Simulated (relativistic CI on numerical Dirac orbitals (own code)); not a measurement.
Calculated at this level of theory: Dirac-Coulomb-Breit CI, separate exchange-only KLI orbitals for each configuration, model QED (radiative potential, 1s self-energy scaled to tabulated hydrogen-like ionisation energies), valence Slater integrals scaled by 0.9, P86 correlation estimate, and configurations built on the next ion tied to the tabulated ionisation energy (semi-empirical) (own radial code, finite nucleus).

Configuration list (outside the closed core 1s2): 2s²2p², 2s²2p3s, 2s²2p3p, 2s²2p3d, 2s²2p4s, 2s2p³, 2p⁴, 2p³3s, 2p³3p, 2p³3d, 2s2p²3s, 2s2p²3p, 2s2p²3d, 2s²2p4p, 2s²2p4d, 2s²2p4f, 2s²3s², 2s2p²4s, 2s²3s3p, 2s2p²4p, 2s2p²4d, 2s²3p², 2s2p²4f, 2s²3s3d. Levels of other configurations are missing.

Configurations that consist of the next ion and one excited electron were tied to the tabulated ionisation energy; Rydberg ones are usually within 1,000 to 3,000 cm⁻¹ and the lowest ones within about 6,000 (9,000 in d shells), while levels on excited terms of the next ion carry the error of that term, and the other configurations can be misplaced by 10,000 cm⁻¹ or more. Rates follow the energies as ν³ (E1, M1) or ν⁵ (E2), so rates, branching and lifetimes can be off by large factors.

Outline of the computed level scheme of P X. Lowest level of each configuration: 2s²2p² ³P0 at 0.000 eV; 2s2p³ ⁵S°2 at 22.181 eV; 2p⁴ ³P2 at 93.472 eV; 2s²2p3s ³P°0 at 240.142 eV; 2s²2p3p ¹P1 at 250.812 eV; 2s²2p3d ³F°2 at 263.612 eV; 2s2p²3s ⁵P1 at 265.412 eV.

Some strong electric-dipole decays among the lowest 45 levels: 2s²2p3d ³D°3 → 2s²2p² ³P2 (1.6e+12 s⁻¹); 2s²2p3d ³D°2 → 2s²2p² ³P1 (1.3e+12 s⁻¹); 2s²2p3d ³D°1 → 2s²2p² ³P0 (1.1e+12 s⁻¹); 2s²2p3d ³P°2 → 2s²2p² ³P2 (1.0e+12 s⁻¹); 2s²2p3d ¹D°2 → 2s²2p² ¹D2 (4.2e+11 s⁻¹); 2s²2p3d ³D°1 → 2s²2p² ³P1 (3.8e+11 s⁻¹); 2s²2p3s ¹P°1 → 2s²2p² ¹D2 (2.3e+11 s⁻¹); 2s²2p3s ³P°0 → 2s²2p² ³P1 (1.8e+11 s⁻¹).
